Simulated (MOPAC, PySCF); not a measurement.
H$_{4}$O$_{4}$Si, SMILES `O[Si](O)(O)O`, neutral singlet in the gas phase. 

Cartesian coordinates (Å):
SMILES: O[Si](O)(O)O
```xyz
9

O      1.1706    -0.5602     1.0270
Si     0.0189    -0.0119     0.0035
O      0.7994     0.8217    -1.1672
O     -1.0762     1.0155     0.6515
O     -0.8185    -1.3243    -0.4974
H      1.9186     0.0178     1.1968
H      0.2807     1.4432    -1.6839
H     -1.8057     0.6281     1.1415
H     -0.3218    -2.1332    -0.6438
```
Charge 0, multiplicity 1.

All levels are single points at this geometry (B3LYP-D3(BJ)/def2-TZVP); Pople sets use spherical d functions. Orbital energies aren't observables, and empty levels follow the basis.

B3LYP/6-31G* in PySCF gives HOMO (eV) = -8.38.

Task: Estimate the HOMO (eV) from each of these levels: B3LYP-D3(BJ)/def2-TZVP in PySCF; PBE-D3(BJ)/def2-TZVP in PySCF; B3LYP/3-21G in PySCF; M06-2X/6-31G* in PySCF; PBE/6-31G* in PySCF; HF/3-21G in PySCF; HF/6-31G* in PySCF; PM7 in MOPAC.

Result: 
```json
[
 {"level": "B3LYP-D3(BJ)/def2-TZVP in PySCF", "HOMO (eV)": "-8.81"},
 {"level": "PBE-D3(BJ)/def2-TZVP in PySCF", "HOMO (eV)": "-7.31"},
 {"level": "B3LYP/3-21G in PySCF", "HOMO (eV)": "-7.94"},
 {"level": "M06-2X/6-31G* in PySCF", "HOMO (eV)": "-10.50"},
 {"level": "PBE/6-31G* in PySCF", "HOMO (eV)": "-6.84"},
 {"level": "HF/3-21G in PySCF", "HOMO (eV)": "-13.32"},
 {"level": "HF/6-31G* in PySCF", "HOMO (eV)": "-13.47"},
 {"level": "PM7 in MOPAC", "HOMO (eV)": "-11.93"}
]
```
